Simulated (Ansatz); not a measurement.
Ideal-gas functions of C₃HF₅ (`F/C=C(\F)C(F)(F)F`) at 298.15 K and 1 bar, from an Ansatz frequency run at PBE0-D4/def2-TZVP.

Molar mass 132.03 g/mol, point group Cs (symmetry number 1), electronic degeneracy 1, moments of inertia 144.695, 356.362, 413.293 u Å². Harmonic wavenumbers (cm⁻¹, unscaled): 60, 168, 186, 259, 378, 383, 416, 522, 589, 673, 738, 872, 884, 1103, 1194, 1206, 1245, 1344, 1421, 1814, 3260.

Use S(trans) = R[1.5 ln M + 2.5 ln T − 1.1517]; rotational temperatures θ = 24.2544 K / I; S(rot) = R[ln(√π/σ · √(T³/θAθBθC)) + 1.5]; for each mode x = 1.438777 ν̃/T, S = R[x/(eˣ − 1) − ln(1 − e⁻ˣ)] and H = RT x/(eˣ − 1); 1 cm⁻¹ = 0.0119627 kJ/mol; R = 8.31446 J/(mol·K).

Task: By hand: the entropy, in J/(mol·K).

Result: Translation 169.8. Rotation: θ = 0.1676, 0.0681, 0.0587 K, giving 118.7. Vibration, mode by mode: 18.65, 10.28, 9.49, 6.98, 4.38, 4.30, 3.79, 2.53, 1.96, 1.42, 1.11, 0.65, 0.62, 0.26, 0.18, 0.17, 0.14, 0.10, 0.07, 0.01, 0.00, in all 67.1. Electronic 0.0. Sum 355.6 J/(mol·K).

Task: By hand: H − E and G − E in kJ/mol, counted from the electronic energy.

Result: Zero-point energy ½ × 18715 × 0.0119627 = 111.9; thermal vibration 11.1; translation, rotation and pV give 4 RT = 9.9. H − E = 132.9 kJ/mol, and G − E = 132.9 − 298.15 × 355.6/1000 = 26.9 kJ/mol.

Vibration gives 19 % of the entropy, 18.6 J/(mol·K) of it from the mode under 150 cm⁻¹: soft modes count most, and the harmonic formula is weakest for them.
